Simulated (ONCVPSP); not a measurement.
**Zr: one change to an ONCV potential, before and after**

Zr, optimised norm-conserving Vanderbilt (ONCV), made with ONCVPSP 4.0.1 (LDA (Perdew-Zunger), scalar-relativistic). Core [Ar] 3d10, reference 4s2 4p6 4d2 5s2. Waves: 4s+5s: rc 2.25 bohr, ncon 4, nbas 8, qcut 5.4 1/bohr, 2 projectors; 4p: rc 1.90 bohr, ncon 4, nbas 8, qcut 5.6 1/bohr, 2 projectors, debl 3.6 Ha; 4d: rc 2.50 bohr, ncon 4, nbas 9, qcut 5.7 1/bohr, 1 projector. Local part: polynomial inside 1.45 bohr (lpopt 5, dvloc0 6 Ha). Core correction: none.

All-electron outer shells of the reference configuration (LDA (Perdew-Zunger), scalar-relativistic, ld1.x):

| shell | level (eV) | outermost node (bohr) | outermost maximum (bohr) |
| --- | --- | --- | --- |
| 3d | -174.95 | – | 0.35 |
| 4s | -54.51 | 0.55 | 1.08 |
| 4p | -32.50 | 0.56 | 1.17 |
| 5s | -4.60 | 1.47 | 3.11 |
| 4d | -3.74 | 0.58 | 1.61 |

Change: core correction Teter function fitted to the true core (icmod 2), fcfact 0.6.

Cutoffs: the cutoffs (Ha) at which the residual kinetic energy of the hardest occupied pseudo-wave falls to 1 and 0.1 mHa per electron; they do not see the model core or the augmentation charge, which bear on the density cutoff. Errors are all-electron minus pseudo energies relative to the spin-unpolarised reference configuration.

Task: How do hardness, ghosts and transferability respond?

Result: The potential gets neither clearly harder nor softer (11 Ha and 13 Ha → 11 Ha and 13 Ha); of the 4 tests that both files solve, the error grows in 2 and shrinks in 1 by more than 15 % and 0.3 meV (median size 3.5 → 3.2 meV); neither file shows a bound ghost. A model core, the more so a compact one, raises the density cutoff, which this test does not measure.

| quantity | base | changed |
| --- | --- | --- |
| cutoff, loose | 11 Ha | 11 Ha |
| cutoff, tight | 13 Ha | 13 Ha |
| bound ghosts | none | none |
| GHOST(+) flags under 300 eV | none | none |
| error for 4s2 4p6 4d2 5s1, meV [ΔE 7.35 eV] | -1.7 | -2.1 |
| error for 4s2 4p6 4d2 5s0, meV [ΔE 20.59 eV] | -8.0 | -11 |
| error for 4s2 4p6 4d1 5s0, meV [ΔE 43.41 eV] | +5.3 | +4.3 |
| error for 4s2 4p6 4d2 5s1.5, meV [ΔE 2.97 eV] | -0.5 | -0.6 |
| s: phases at 2.28 bohr within 0.05 rad from the reference energy up to (Ha; the scan ends near 5) | 3.5 | 3.5 |
| p: phases at 1.93 bohr within 0.05 rad from the reference energy up to (Ha; the scan ends near 5) | to the end of the scan | to the end of the scan |
| d: phases at 2.54 bohr within 0.05 rad from the reference energy up to (Ha; the scan ends near 5) | 1.1 | 1.1 |
